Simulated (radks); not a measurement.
Results of a calculation; reference values are marked as such.
Problem. All-electron atom: Ar XI in [He] 2s2 2p4 (the NIST ground configuration). Code: a radial shooting solver on a logarithmic mesh with Libxc functionals. Model: scalar-relativistic Kohn-Sham, PBE, spin-polarised, spherical densities, finite nucleus; open shells are filled with parallel spins first; Fermi nuclear charge, rms radius 3.4274 fm. Some entries of the table are withheld. Estimate them.

| orbital | occ. | eigenvalue (eV) | r(max) (bohr) |
|---|---|---|---|
| 1s up | 1 | -3457.552 | 0.05604 |
| 1s down | 1 | -3452.075 | 0.05600 |
| 2s up | 1 | -579.7479 | 0.3273 |
| 2s down | 1 | -569.5261 | 0.3286 |
| 2p up | 3 | (1) | (2) |
| 2p down | 1 | (3) | (4) |
| 3s up | 0 | -210.4572 | 0.9334 |
| 3s down | 0 | -208.0346 | 0.9405 |
| 3p up | 0 | -193.4214 | (5) |
| 3p down | 0 | -190.8403 | (6) |
| 3d up | 0 | -171.7368 | 0.7729 |
| 3d down | 0 | -169.0239 | 0.7863 |

Solution. 
(1) 2p up eigenvalue (eV): -521.3552
(2) 2p up r(max) (bohr): 0.2668
(3) 2p down eigenvalue (eV): -509.5261
(4) 2p down r(max) (bohr): 0.2686
(5) 3p up r(max) (bohr): 0.9197
(6) 3p down r(max) (bohr): 0.9290
